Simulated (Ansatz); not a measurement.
A nudged elastic band was laid between two geometries of AlB2H5O (9 atoms, charge 0, multiplicity 1).

Level of theory: RKS PBE-D4/def2-SVP (Ansatz 0.2.0).

| Item | Value |
| --- | --- |
| movable images | 9 |
| climbing image | yes |
| spring | 5.0 eV/Å² |
| optimiser | quadratic models (default) |
| start path | IDPP |
| force threshold | 0.5 eV/Å |
| iteration limit | 60 |
| end points | relaxed |

Initial state:

```xyz
9
Properties=species:S:1:pos:R:3
B -0.507 1.759 -1.322
O 0.119 0.731 -0.727
Al 0.908 -0.597 0.056
B -0.192 -1.617 1.561
H -1.179 1.557 -2.327
H -0.399 2.886 -0.851
H 2.391 -0.893 -0.462
H -0.906 -2.575 1.318
H -0.147 -1.298 2.737
```

Final state:

```xyz
9
Properties=species:S:1:pos:R:3
B -0.505 1.766 -1.321
O 0.113 0.734 -0.724
Al 0.902 -0.598 0.054
B -0.191 -1.623 1.562
H -1.177 1.568 -2.326
H -0.390 2.892 -0.850
H 2.384 -0.894 -0.472
H -0.134 -1.315 2.741
H -0.914 -2.575 1.318
```

Problem. What changes between the two ends?

Solution. No bond is made or broken. The dihedral O2–Al3–B4–H9 goes from -91 to 90°. The two ends are copies of one structure, up to a mirror image or an exchange of like atoms.

Problem. Give the energies along the band, and the barrier.

Solution. The run converged. The highest image is number 5 of 0 to 10, 0.088 eV above the ends, which have the same energy within 2 meV. The threshold of 0.5 eV/Å is loose, so the images may lie well off the minimum-energy path. The order of the point at the top wasn't checked.

| image | path coordinate (Å) | energy (eV) | dihedral O2–Al3–B4–H9 (°) |
| --- | --- | --- | --- |
| 0 | 0.00 | 0.000 | -91 |
| 1 | 0.43 | 0.009 | -75 |
| 2 | 0.86 | 0.031 | -57 |
| 3 | 1.29 | 0.058 | -38 |
| 4 | 1.72 | 0.080 | -20 |
| 5 | 2.15 | 0.088 | -1 |
| 6 | 2.58 | 0.081 | 19 |
| 7 | 3.01 | 0.060 | 37 |
| 8 | 3.45 | 0.033 | 56 |
| 9 | 3.88 | 0.010 | 74 |
| 10 | 4.31 | 0.000 | 90 |

Problem. What is the geometry of the highest image?

Solution. 
```xyz
9
Properties=species:S:1:pos:R:3:forces:R:3
B -0.245 2.027 -1.102 -0.14 0.03 0.14
O 0.150 0.810 -0.702 -0.03 0.00 0.02
Al 0.638 -0.760 -0.163 0.16 -0.18 -0.05
B -0.290 -1.744 1.495 -0.08 -0.07 0.13
H -1.149 2.128 -1.923 0.05 0.00 -0.05
H 0.267 3.021 -0.603 0.05 0.00 -0.05
H 1.831 -1.387 -1.019 0.02 0.06 -0.05
H 0.081 -2.862 1.835 -0.01 0.12 -0.07
H -1.195 -1.280 2.164 -0.02 0.04 0.00
```

The run took 120 s on 1 thread of Intel(R) Xeon(R) Processor @ 2.50GHz (Skylake/Cascade Lake), on a shared host, peak memory 0.13 GiB.
